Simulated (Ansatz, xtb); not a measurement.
**Isomers of C6H5F3 in order of energy**

3 gas-phase structures of C6H5F3, from a drawn sample of its isomers (lower ones may exist). Each was relaxed with GFN2-xTB:

A. `FC(F)(F)C1=CCC=C1`, a singlet
B. `FC(F)(F)C1C=CC=C1`, a singlet
C. `FC(F)(F)C1=CC=CC1`, a singlet

Q: Which do you expect lowest at r2SCAN-D4/def2-SVP, and how would the others follow?

A: Calculated order at r2SCAN-D4/def2-SVP: C (0.0), A (1.3), B (2.9) kcal/mol.

Energies above the lowest of each column, in kcal/mol; the last columns are at PBE-D3(BJ)/def2-SVP geometries:

```tsv
structure	GFN2-xTB	HF/STO-3G	r2SCAN-D4/def2-SVP	PBE-D3(BJ)/def2-SVP	CCSD(T)/def2-SVP + ΔMP2/def2-TZVPP
C	0.0	0.0	0.0	0.0	0.0
A	0.5	0.3	1.3	1.3	0.6
B	3.7	2.0	2.9	3.0	0.7
```

Every level run on C puts it lowest or level with the lowest. ΔMP2 is the change of the MP2 energy from the smaller to the larger basis.

Programs: Ansatz 0.2.0, xtb 6.7.1.
